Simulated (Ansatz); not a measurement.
`CC#[C][GeH2][OH]`, relaxed with RKS PBE0-D4/def2-TZVP in Ansatz 0.2.0 from a PBE-D4/def2-SVP geometry. The force threshold is 0.005 eV/Å; the program also tests the step.

Charge 0, multiplicity 1.

Start:

```xyz
11

C    -1.240    0.369    2.164
C    -0.434    0.069    0.990
C     0.253   -0.191    0.002
Ge    1.287   -0.561   -1.554
O     0.403    0.003   -3.021
H    -0.715    0.073    3.096
H    -1.461    1.455    2.234
H    -2.209   -0.172    2.138
H     1.444   -2.082   -1.768
H     2.660    0.156   -1.424
H     0.011    0.881   -2.855
```

(1) By how much does the energy fall, and how many steps does the optimiser take? (Estimate.)

(2) Which bonds change most? (Estimate.)

(3) Give the relaxed structure. (An estimate is asked.)

## Answers

(1) Computed: 0.06 eV, in 8 steps.

(2) The calculation gave: Ge4–O5 from 1.803 to 1.780 Å; C2–C3 from 1.231 to 1.209 Å; C1–H7 from 1.110 to 1.093 Å; C1–H6 from 1.110 to 1.093 Å.

(3) Computed: 
```xyz
11

C    -1.229    0.366    2.152
C    -0.433    0.068    0.980
C     0.230   -0.186    0.002
Ge    1.270   -0.561   -1.536
O     0.403    0.004   -2.984
H    -0.704    0.067    3.062
H    -1.439    1.436    2.219
H    -2.183   -0.167    2.120
H     1.437   -2.068   -1.744
H     2.621    0.163   -1.413
H     0.027    0.878   -2.860
```
